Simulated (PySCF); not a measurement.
Compound: C₅H₁₁NSi.
Numbering: `[CH3:1]/[N:2]=[CH:3]/[CH:4]1[CH2:5][SiH2:6][CH2:7]1` (hydrogens: H8, H9, H10 on C1; H11 on C3; H12 on C4; H13, H14 on C5; H15, H16 on Si6; H17, H18 on C7)

Geometry (PBE0-D3(BJ)/def2-SVP, Å), atoms numbered from 1 in this order:
```xyz
18
C5H11NSi angstrom
C      2.5395   -0.5000   -0.7495
N      1.2468    0.0649   -0.4948
C      0.3110   -0.6935   -0.1144
C     -1.0829   -0.2059    0.1323
C     -2.1246   -0.7526   -0.9009
Si    -3.0061    0.9188   -0.7220
C     -1.3094    1.3215    0.0061
H      2.5976   -1.5947   -0.5807
H      2.8355   -0.2898   -1.7905
H      3.2909   -0.0066   -0.1113
H      0.4656   -1.7878    0.0201
H     -1.3884   -0.5498    1.1370
H     -1.6642   -0.8471   -1.8983
H     -2.6150   -1.7023   -0.6464
H     -3.4911    1.6246   -1.9488
H     -4.1137    0.8982    0.2842
H     -0.6137    1.7285   -0.7448
H     -1.1949    1.9014    0.9316
```

All values: PBE0/pcSseg-1 (PySCF, non-relativistic), on one gas-phase PBE0-D3(BJ)/def2-SVP geometry that isn't relaxed in the solvent. The solvent is an IEF-PCM continuum (van der Waals radii × 1.2). Specific hydrogen bonds and non-electrostatic terms are outside this model.

```tsv
run	E − E(gas) (kJ/mol)	HOMO (eV)	HOMO–LUMO gap (eV)	dipole (D)
gas	0.00	-7.14	7.08	1.42
P	-14.23	-7.22	7.18	2.13
Q	-13.25	-7.21	7.18	2.07
```

**Question.** The runs were made in acetone and water. Which run belongs to which solvent?

**Answer.** P = water, Q = acetone. The dielectric constants are 20.49 (acetone), 78.36 (water), and the energy falls further as ε rises. In this model the ground state sees the solvent through ε alone.

**Question.** How constant is the ratio of the lowering to (ε − 1)/(2ε + 1)?

**Answer.** 
```csv
solvent,(ε − 1)/(2ε + 1),E − E(gas) (kJ/mol),ratio (kJ/mol),polarisation term (kJ/mol)
acetone,0.464,-13.25,-28.5,-15.75
water,0.490,-14.23,-29.0,-17.18
```

The ratio changes by +1.7 % in size from acetone to water. The polarisation term is half the interaction of the solute with the induced surface charges.
